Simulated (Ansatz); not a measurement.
System: WH, charge 0, multiplicity 6. The spin state was set by rule; other spins were not relaxed. 
Coordinates optimised at B3LYP-D3(BJ)/def2-TZVP (Ansatz, an electronic-structure program):
```
W
H 1 1.7207
```
Charge 0, spin multiplicity 6.

Basis-set convergence of Hartree-Fock and CCSD correlation energies (hartree) with Ansatz. Cores are frozen in the correlated levels unless marked. UHF or UKS for open shells. Spin-orbit coupling is left out. The frozen core is the preceding noble-gas configuration, with the filled d and f shells of earlier blocks. In def2 rows, elements after Kr have scalar-relativistic effective core potentials.

| basis | functions | E(HF) | E(corr, CCSD) |
|---|---|---|---|
| def2-SVP | 37 | -66.91082 | -0.09489 |
| def2-TZVPP | 70 | -66.92342 | -0.12010 |
| def2-QZVPP | 111 | -66.92497 | -0.12521 |

Extrapolating the two largest sets (X = 3 and 4) as X^-3: E(corr) = (64·(-0.12521) - 27·(-0.12010))/37 = -0.1289 Eh, an estimate of the basis-set limit. The largest set recovers 97.1 % of it, the smallest 73.6 %.
